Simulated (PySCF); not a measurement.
Fine-structure interval of Cs⁴²⁺ by level of theory

Cs⁴²⁺ [Ne] 3s2 3p1 [3p1/2^1, M_J = 1/2] → Cs⁴²⁺ [Ne] 3s2 3p1 [3p3/2^1, M_J = 3/2], as a difference of total energies. All numbers are calculated (PySCF 2.14, the two-component X2C-1e Hamiltonian, in an even-tempered Gaussian basis (18 s from 9.4 bohr⁻², ratio 2.4; 14 p from 12 bohr⁻², ratio 2.4; 4 d from 41 bohr⁻², ratio 2.6; 4 f from 62 bohr⁻², ratio 2.6)). Correlated levels: 1s2 frozen; the 54 highest virtual spinors dropped. "Screened" scales the spin-orbit matrix elements by Boettger's factors to mimic the two-electron term; Breit and QED terms are absent.

```
                    method  fine-structure interval (cm⁻¹)
 GHF (screened spin-orbit)                          744350
GMP2 (screened spin-orbit)                          740950
     GHF (bare spin-orbit)                          773900
```
